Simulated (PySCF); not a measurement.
Compound: C4H3ClSe.
SMILES: `Clc1ccc[se]1`

Linear response at B3LYP/def2-SVPD (PySCF, frozen core in the response, non-relativistic). Geometry: PBE0-D3(BJ)/def2-SVP; no solvent, vibrations or thermal averaging. Relativistic effects, spin–orbit coupling among them, are left out although an element past zinc is present.

Static isotropic polarisability: 84.48 au (12.52 Å³), principal values 54.9, 92.7, 105.9 au.

(1) What is the polarisability at 1064 nm and at the sodium D line?

(2) What is the isotropic C6 coefficient between two such molecules, C6 = (3/π)∫α(iω)² dω?

(3) Which effective excitation energy ω̄ makes London's formula C6 = (3/4)α²ω̄ exact here?

(4) The lowest 6 singlets have (eV, f): 4.90, 0.000; 5.02, 0.113; 5.27, 0.000; 5.35, 0.100; 5.73, 0.000; 6.08, 0.001. What share of the static polarisability do they carry in the sum over states α = Σ f/ω²?

(5) How anisotropic is the static polarisability, by Δα² = ½[(α1 − α2)² + (α2 − α3)² + (α3 − α1)²]?

(6) What molar refraction at the D line follows from R = (4π/3)·N_A·α′, with α′ the polarisability volume?

(7) What does −C6/R⁶ come to at R = 10 Å between centres?

(8) What n − 1 at the D line would an ideal gas of it have at 273.15 K and 1 atm (2.6868 × 10¹⁹ cm⁻³), by n − 1 = 2π·N·α′?

Answers

(1) 85.55 au at 1064 nm (+1.3 %), 88.20 au at 589.3 nm (+4.4 %). The rise at 589.3 nm is 3.47 times that at 1064 nm; a pure ω² law gives 3.26. The lowest singlet lies at 253 nm, shorter than both wavelengths.

(2) 2554 au (Eh·bohr⁶) by a ten-point quadrature over imaginary frequencies, which is 1530 eV·Å⁶ or 147 J·nm⁶/mol.

(3) ω̄ = 4·C6/(3α²) = 0.477 Eh = 13.0 eV. A one-pole form α(ω) = α/(1 − ω²/ω̄²) fitted to the 1064 nm value gives 10.4 eV.

(4) 5.96 au, 7.0 % of α; the largest term, 3.32 au, is that of the state at 5.02 eV. Their oscillator strengths add up to 0.22. Higher states carry the rest.

(5) Δα = 45.9 au, or 0.54 of the isotropic value.

(6) α′ = 13.07 Å³ gives R = 32.97 cm³/mol, for isolated, non-vibrating species.

(7) -150 J/mol. This is the leading, orientation-averaged term; C8 and higher terms are left out.

(8) 22.06 × 10⁻⁴, a formal value whether or not that pressure can be reached.

Hardware: one thread of an Arm Neoverse N1 (shared host). Cost: 35 s. This is the whole response run at B3LYP/def2-SVPD, SCF included.
